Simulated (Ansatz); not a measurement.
Cartesian coordinates in Å:
```
N -0.4179 -0.6019 -2.0047
Ge -1.2168 -1.1715 -0.4726
O -1.0410 -0.0011 0.8839
Si 0.1415 1.0608 1.1522
N 1.6583 0.3365 0.8309
F 0.0824 2.3017 0.1456
H 0.5737 -0.4314 -1.9010
H -0.8462 0.2096 -2.4280
H -0.5354 -2.4642 -0.0074
H -2.7259 -1.2918 -0.6966
H -0.0599 1.6228 2.5030
H 1.9282 -0.4953 1.3322
H 2.4588 0.9258 0.6626
```

Charge 0, multiplicity 1.

(1) List the ωB97M-V/def2-TZVPP orbital energies in eV (the Gaussian-basis code of Ansatz). (An estimate is asked.)

Answers

(1) The calculation gave: Occupied: -10867.01, -1807.88, -1362.77, -1210.51, -1210.49, -1210.49, -677.05, -525.79, -394.27, -394.24, -174.65, -148.75, -123.93, -123.87, -123.86, -102.92, -102.87, -102.83, -36.84, -36.74, -36.69, -36.62, -36.62, -35.65, -29.97, -26.68, -26.30, -18.88, -17.55, -16.59, -16.09, -15.54, -15.24, -15.07, -14.03, -13.43, -13.09, -12.33, -12.11, -11.25, -10.49, -9.98. Lowest empty: 1.98, 2.54, 2.79, 3.06, 3.30, 4.14, 4.22, 4.40.
